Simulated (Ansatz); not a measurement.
CH9NOSi2 can be A, `C[SiH2]O[SiH2]N`, or B, `C[SiH2]N[SiH2]O`.

Program: Ansatz. Geometries: PBE0-D4/def2-TZVP. ΔE: electronic, gas phase. CBS: MP2 limit from def2 TZ/QZ plus the TZ coupled-cluster correction, frozen cores. Functionals use def2-TZVPP. B3LYP here is the variant with VWN-RPA as its local correlation; programs differ in this. One conformer a species, not always the lowest.

**Question.** Which isomer does CCSD(T)/CBS put lower? Give the gap. (An estimate is asked.)

**Answer.** Computed: A, by 12.6 kcal/mol.

**Question.** Give E(B) − E(A) in kcal/mol with r2SCAN-D4, CCSD/def2-TZVPP, PBE0-D4, ωB97M-V, PBE-D4, CCSD(T)/def2-TZVPP, B3LYP-D4. (An estimate is asked.)

**Answer.** Computed: r2SCAN-D4 12.9, CCSD/def2-TZVPP 13.1, PBE0-D4 11.9, ωB97M-V 12.7, PBE-D4 11.3, CCSD(T)/def2-TZVPP 12.6, B3LYP-D4 13.3. None reverses the order clearly.

Largest T1 diagnostic: 0.011.

In def2-TZVPP, CCSD(T) changes the Hartree–Fock value by −3.3 kcal/mol (the triples alone add −0.5 kcal/mol) and MP2 by −3.4 kcal/mol.
